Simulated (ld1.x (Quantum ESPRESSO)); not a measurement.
## An all-electron radial function and its pseudo partner (potassium (K))

Columns: radius, all-electron u(r) and pseudo u(r) of the 4p shell (level -0.84 eV) of potassium in the configuration [Ar] 4s1 4p0; LDA (PZ), scalar-relativistic, TM scheme, ld1.x (Quantum ESPRESSO) 7.5.

```csv
r (bohr),all-electron,pseudo
0.168,0.0734,0.0025
0.335,0.0476,0.0097
0.503,-0.0273,0.0207
0.670,-0.0915,0.0340
0.838,-0.1290,0.0484
1.005,-0.1402,0.0620
1.172,-0.1316,0.0740
1.340,-0.1094,0.0840
1.508,-0.0790,0.0920
1.675,-0.0442,0.0989
1.842,-0.0076,0.1056
2.010,0.0296,0.1133
2.178,0.0661,0.1233
2.345,0.1009,0.1362
2.512,0.1338,0.1528
2.680,0.1650,0.1731
2.848,0.1940,0.1965
3.015,0.2207,0.2211
3.182,0.2453,0.2453
3.350,0.2680,0.2680
3.518,0.2887,0.2887
3.685,0.3074,0.3074
3.852,0.3242,0.3242
4.020,0.3393,0.3393
4.188,0.3527,0.3527
4.355,0.3642,0.3642
```

(1) How many radial nodes do the two functions have?

(2) At about which radius was the pseudo-wave matched?

(3) Is the pseudo-wave norm-conserving?

Results:

(1) The all-electron 4p function has n − l − 1 = 2; the pseudo-wave has 0, since the states of the same l below it are removed with the core.

(2) 3.35 bohr. The columns agree to 0.0005 from 3.02 bohr on; several derivatives are matched, so the curves merge somewhat inside the radius.

(3) Yes: the TM scheme keeps the norm inside the radius equal to the all-electron one, which fixes the energy derivative of the logarithmic derivative at the level.
